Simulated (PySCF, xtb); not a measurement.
1,3-thiazole-2-carbaldehyde (C4H3NOS), SMILES s1ccnc1C=O.

xtb with GFN2-xTB at its own geometry gives an orbital gap of 2.55 eV and a dipole moment of 3.58 D.

Geometry: PBE0-D3(BJ)/def2-SVP. Other conformers were not sampled.

Question: What does PBE/def2-TZVP (PySCF) give? (The exact figures need the calculation; the answer reports its results.)

Answer: gap 2.94 eV (levels -6.25 and -3.32 eV), dipole 3.25 D.
